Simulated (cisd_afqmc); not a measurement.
Input (X2C-AFQMC/CISD/cc-pwCVTZ-DK; cisd_afqmc is a phaseless AFQMC code with CISD trial states that reads the integrals written by Ansatz): The .json basis holds the Basis Set Exchange's core-valence set for the 3d metal and cc-pVXZ-DK of the same size for its partners.

Ansatz 0.2 input:
```python
import cisd_afqmc

open("ham.yaml", "w").write("""\
crystal:
  periodic: [false, false, false]
  atoms:
    - {symbol: Cr, position_ang: [-0.00000000, -0.00000000, -0.40301613]}
    - {symbol: O, position_ang: [0.00000000, 0.00000000, 1.20904839]}
basis:
  gaussian:
    orbitals: cc-pwCVTZ-DK.json
magnetization: {spin_polarized: true, initial_magnetization: 4}
correlation: {method: ccsd, frozen_orbitals: {Cr: 5, O: 1}, hamiltonian_folder: ham}
""")
rep = cisd_afqmc.ansatz("ham.yaml")
e_ccsd = rep["correlation"]["coupled_cluster"]["energy"]["hartree"]
out = cisd_afqmc.run("ham", e_ccsd, trial="CISD", walkers=100, populations=8, threads=8, dt=0.005, steps=40, early=36, settle=10, least=32,
    cut=5e-5, rank_cut=2e-4, target=0.0006, seconds=3000, seed=4, memory=17280, gpu=False)
```

Output:

```
WARN ansatz::render: the results are in doubt because among natural orbitals full CI differs from the method by -0.244 eV
orbitals 126, occupied [12, 8], factors 720 of 881, rank of the doubles 1027 of 2312
E(HF) = -1124.538320
E(CCSD) on the cut factors = -1125.313250, shift to the whole factors -0.000010
Energy of the trial state on the determinant = -1125.313248
  tau behind 10.8 of longer steps, mean of the populations' last blocks
   2.0  -1125.36046
   4.0  -1125.35822
   6.0  -1125.35986
   8.0  -1125.35571
  10.0  -1125.35612
  12.0  -1125.36552
  14.0  -1125.35944
  16.0  -1125.35262
blocks 564 (0 outliers left out), error by blocks joined: 1: 0.00088, 2: 0.00104, 4: 0.00119, 8: 0.00133, 16: 0.00123
E(AFQMC/CISD) = -1125.35838 +/- 0.00133
```

The determinant is spin-contaminated: <S^2> is 6.68, 0.68 over the pure value. The CCSD(T) runs of this state have a T1 diagnostic of up to 0.094.

The run carries these doubts: large difference.
